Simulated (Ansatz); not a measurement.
Molecule: CH$_{7}$O$_{3}$Si (charge +1, singlet). It need not be the lowest isomer of its formula. 
Structure (B3LYP-D3(BJ)/def2-TZVP (Ansatz, an electronic-structure program) minimum search):
```xyz
12

C      1.5524     0.6595    -0.8035
Si     0.0527     0.1649     0.1043
O     -0.5670    -1.3562    -0.7522
O     -1.1793     1.1634    -0.1228
O      0.1602    -0.5586     1.5385
H      1.3037     0.9467    -1.8269
H      2.0056     1.5288    -0.3213
H      2.2888    -0.1445    -0.8301
H     -1.2679    -1.3075    -1.4231
H     -1.9072     1.3041     0.4914
H      0.8408    -0.4027     2.2000
H     -0.6280    -2.1784    -0.2365
```
Charge +1, spin multiplicity 1.

Basis-set convergence of Hartree-Fock and MP2 correlation energies (hartree) with Ansatz. Cores are frozen in the correlated levels unless marked. No spin-orbit coupling. No relativistic terms.

```json
[
 {"basis": "cc-pV(D+d)Z", "functions": "114", "E(HF)": "-555.39340", "E(corr, MP2)": "-0.80193"},
 {"basis": "cc-pV(T+d)Z", "functions": "257", "E(HF)": "…", "E(corr, MP2)": "…"}
]
```

Problem. Some entries are withheld; supply them.

Solution. 
- cc-pV(T+d)Z, E(HF): -555.51512
- cc-pV(T+d)Z, E(corr, MP2): -1.01636
